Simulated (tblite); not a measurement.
Compound: C3H12AlAs.
Atom-mapped SMILES: `[CH3:1][CH:2]([CH3:3])[AlH2-:4][AsH3+:5]` (hydrogens: H6, H7, H8 on C1; H9 on C2; H10, H11, H12 on C3; H13, H14 on Al4; H15, H16, H17 on As5)

Cartesian coordinates in Å at the GFN2-xTB level; atoms count from 1:
```
atom  x, y, z in Å
C1    -1.3200   -1.2468    0.3011
C2    -1.2411   -0.0278   -0.6329
C3    -1.3239    1.2730    0.1828
Al4    0.5194   -0.0684   -1.6243
As5    2.2000    0.0260    0.4190
H6    -2.2397   -1.2500    0.8881
H7    -0.4722   -1.2448    0.9985
H8    -1.2772   -2.1700   -0.2785
H9    -2.1409   -0.0594   -1.2691
H10   -2.2426    1.3277    0.7684
H11   -0.4750    1.3402    0.8759
H12   -1.2873    2.1381   -0.4807
H13    1.1514    1.2429   -2.2108
H14    1.1559   -1.4197   -2.1036
H15    2.7838    1.1428    1.2248
H16    2.8026   -0.9807    1.3479
H17    3.3997   -0.0112   -0.4501
```

Computed with GFN2-xTB (tblite): harmonic, unscaled wavenumbers at the GFN2-xTB geometry, gas phase. Errors from tens to a few hundred cm⁻¹ against measured bands are possible. Modes of hydrogen on aluminium and arsenic can be 10 to 20 % off. One conformer, not necessarily the lowest. The optimisation stopped once no atom felt more than 0.01 eV/Å.

Lowest wavenumbers of the output (negative numbers stand for imaginary wavenumbers):
```
mode    cm-1
  1     -99.7
  2     -39.7
  3      74.0
  4      81.7
  5     109.8
  6     147.0
  7     181.7
  8     196.1
  9     201.4
 10     233.6
```

Q: Is this structure a minimum?

A: No. 2 modes are imaginary beyond 20i (100i and 40i cm⁻¹), so at this level the point lies at or near a saddle of order 2.

Q: Which atoms move in the imaginary modes?

A: 100i: H15 (hydrogen on arsenic) 43 %, H16 (hydrogen on arsenic) 43 %; 40i: C3 (methyl carbon) 15 %, C1 (methyl carbon) 15 %, Al4 (aluminium bonded to As, C and 2 H) 15 %. These are shares of the mass-weighted motion.

Q: What is the remedy?

A: Step along such a mode in both directions, optimise again with tighter thresholds and repeat the frequencies. The zero-point energy of this point (77.7 kcal/mol) counts the 43 real modes alone, and thermal corrections from it aren't those of a minimum.
